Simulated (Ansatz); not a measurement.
Species: InH$_{3}$, charge 0, multiplicity 1. 
Coordinates optimised at B3LYP-D3(BJ)/def2-TZVP (Ansatz, a program for electronic structure):
SMILES: [InH3]
```xyz
4

In     0.0000     0.0000     0.0000
H      0.7249    -0.4887     1.4935
H     -0.3815     1.6659    -0.2723
H     -0.3434    -1.1771    -1.2211
```

Computed values are from Ansatz. Valence correlation only, unless marked. UHF or UKS for open shells. Spin-orbit coupling is left out. The frozen core is the preceding noble-gas configuration, with the filled d and f shells of earlier blocks. Past Kr the def2 sets carry scalar-relativistic core potentials. Basis-set limits of correlation are two-point, X^-3; Hartree-Fock from the larger set.

Task: What is the atomisation energy De at CCSD(T)/CBS(def2-TZVPPD,def2-QZVPPD)?

Result: 174.5 kcal/mol.

Task: What is the dipole moment at CCSD(T)/def2-SVPD?

Result: 0.00 D.

Task: What is the total energy at CCSD(T)/CBS(def2-TZVPPD,def2-QZVPPD)?

Result: -191.0329 Eh.

Task: What is the T1 diagnostic at CCSD/def2-QZVPPD?

Result: 0.009.
